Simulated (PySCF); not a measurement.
Simulated C 1s region for `O[SiH2][C@@H]([SiH3])C(F)(F)F`, binding energy against the vacuum level.

Every computed line was given a Gaussian of 0.4 eV full width at half maximum and an area set by the number of equivalent atoms; the highest printed point is 100. Level of theory: delta-SCF UKS SCAN, pcX-2 on the ionised atom, pcseg-1 elsewhere, spin-free X2C in PySCF.

```
binding energy (eV)  intensity
              290.2          1
              290.4         20
              290.6         85
              290.8         91
              291.0         24
              291.2          2
              291.4          0
              291.6          0
              291.8          0
              292.0          0
              292.2          0
              292.4          0
              292.6          0
              292.8          0
              293.0          0
              293.2          0
              293.4          0
              293.6          0
              293.8          0
              294.0          0
              294.2          0
              294.4          0
              294.6          0
              294.8          0
              295.0          0
              295.2          0
              295.4          0
              295.6          0
              295.8          0
              296.0          0
              296.2          0
              296.4          0
              296.6          0
              296.8          0
              297.0          0
              297.2          0
              297.4          0
              297.6          1
              297.8         13
              298.0         72
              298.2        100
              298.4         35
              298.6          3
```

**Question.** Count the maxima, the lines and the sites behind this envelope.

**Answer.** The curve has 2 maxima (at 290.7 and 298.1 eV). Under it lie 2 lines from 2 inequivalent carbon sites.

**Question.** Decompose the envelope and assign each component. Numbering: `[OH:1][SiH2:2][C@@H:3]([SiH3:4])[C:5]([F:6])([F:7])[F:8]`.

**Answer.** 
```csv
position (eV),relative area,line,atoms,environment
290.71,1,C 1s,C3,sp3 carbon bound to silicon
298.15,1,C 1s,C5,CF3 carbon
```

**Question.** What are the centre and the root-mean-square width of the whole band?

**Answer.** The area-weighted mean of the lines is 294.43 eV. Their own spread about it is 3.72 eV (rms) and each Gaussian has σ = 0.4/2.355 = 0.17 eV; the variances add, which gives 3.72 eV.

**Question.** Above which line width would these two lines show one maximum?

**Answer.** Two equal Gaussians merge once their distance is under 2σ = FWHM/1.177. With 7.44 eV between them that is a full width over 8.76 eV.

The listed C 1s values span 7.44 eV, from C3 (bonded to C, H and 2 Si) to C5 (bonded to 3 F and C).

Shake-up satellites, vibrational structure and lifetime widths aren't simulated. One conformer (not necessarily the lowest) at the PBE0-D3(BJ)/def2-SVP geometry, without solvent, vibrations or thermal averaging.

Shape of the structure used: `[OH:1][SiH2:2][C@@H:3]([SiH3:4])[C:5]([F:6])([F:7])[F:8]`: O1–Si2–C3–Si4 30°, Si2–C3–C5–F6 -76°, H–O1–Si2–C3 -168°.
